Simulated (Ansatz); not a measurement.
`C[Si](Cl)Br` radical. Total charge 0; spin multiplicity 2.

```xyz
7

C    -0.558   -0.696   -0.033
Si    0.073    1.047    0.175
Cl    0.834    1.701   -1.622
Br    1.688    1.073    1.707
H    -0.959   -1.064    0.913
H    -1.342   -0.718   -0.791
H     0.264   -1.343   -0.349
```

Problem. List the harmonic frequencies (cm⁻¹, unscaled) at PBE0-D4/def2-TZVP in Ansatz. (Estimate.)

Solution. The calculation gave: 141, 155, 168, 223, 400, 533, 712, 774, 799, 1256, 1432, 1437, 3051, 3143, 3157.

Problem. Is this a minimum?

Solution. Yes, all 15 modes are real.

Problem. Give the ideal-gas thermochemistry at 298.15 K and 1 bar (rigid rotor, harmonic oscillator; point group C1, symmetry number 1).

Solution. Zero-point energy 104.0 kJ/mol; H(298) − E = 122.4 kJ/mol; entropy 346.6 J/(mol·K), of which translation 172.0, rotation 118.1, vibration 50.7, electronic 5.8; G(298) − E = 19.0 kJ/mol.

Problem. And at 400, 500, 600, 800 and 1000 K?

Solution. 
| T (K) | H − E (kJ/mol) | S (J/mol/K) | G − E (kJ/mol) |
| --- | --- | --- | --- |
| 400 | 131.7 | 373.5 | -17.7 |
| 500 | 141.9 | 396.1 | -56.2 |
| 600 | 152.7 | 415.8 | -96.8 |
| 800 | 176.1 | 449.4 | -183.4 |
| 1000 | 201.2 | 477.3 | -276.2 |
